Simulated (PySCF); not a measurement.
# Correlation energy of Ca³⁺ (calcium, charge +3)

[Ne] 3s2 3p5, 2P determinant. Calculation: PySCF 2.14, in Sapporo-DKH3-DZP-2012 (6s5p1d, 26 functions); the spin-free X2C one-electron Hamiltonian (Gaussian nucleus). Frozen: [Ne] 3s2; 5 electrons correlated.

Total MP2 correlation energy: -101.09 mhartree.

Same-spin part -30.78 and opposite-spin part -70.31 mhartree; SCS-MP2 scales them by 1/3 and 6/5 to -94.63 mhartree.

```json
{"level": "CCSD", "correlation energy (mhartree)": "-116.14"}
{"level": "(T)", "correlation energy (mhartree)": "-0.12"}
{"level": "CCSD(T)", "correlation energy (mhartree)": "-116.26"}
```

Diagnostics: T1 = 0.0022, D1 = 0.0035, largest double amplitude 0.041.

Question: Is a single reference adequate?

Answer: Yes: T1 lies below 0.03 and no double amplitude reaches 0.07.
